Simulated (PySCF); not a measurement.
C4H5NO.

```xyz
11

C     -0.1461    -1.4147     0.0000
C      1.0741    -0.8353     0.0000
O      1.2684     0.4837     0.0000
C      0.0956     1.3671     0.0000
N     -1.1985     0.7614     0.0000
C     -1.2929    -0.5148     0.0000
H     -0.2610    -2.4974     0.0000
H      2.0177    -1.3900     0.0000
H      0.2031     2.0101    -0.8920
H      0.2031     2.0101     0.8920
H     -2.3049    -0.9461     0.0000
```

Geometry optimised at B3LYP-D3(BJ)/def2-SVP. The geometry has at least one imaginary mode, so it is a saddle point at that level. Other conformers were not sampled.

These are PBE0/pcSseg-1 (PySCF) values and carry that method's errors. Non-relativistic, no solvent.

Computed absolute GIAO shielding of each atom: isotropic value and principal components (ppm):
| atom | σ(iso) | σ11 | σ22 | σ33 | span |
|---|---|---|---|---|---|
| C1 | 87.2 | -16.8 | 113.6 | 164.9 | 181.6 |
| C2 | 22.6 | -89.2 | 49.6 | 107.4 | 196.6 |
| O3 | 212.3 | 54.8 | 259.4 | 322.5 | 267.7 |
| C4 | 96.2 | 78.4 | 84.4 | 125.8 | 47.4 |
| N5 | -53.4 | -340.5 | -51.8 | 232.1 | 572.6 |
| C6 | 26.0 | -82.1 | 18.9 | 141.1 | 223.2 |
| H7 | 26.9 | 25.4 | 27.5 | 27.9 | 2.5 |
| H8 | 24.8 | 22.9 | 24.9 | 26.6 | 3.7 |
| H9 | 25.0 | 21.8 | 24.8 | 28.4 | 6.6 |
| H10 | 25.0 | 21.8 | 24.8 | 28.4 | 6.6 |
| H11 | 24.1 | 23.2 | 23.9 | 25.3 | 2.1 |
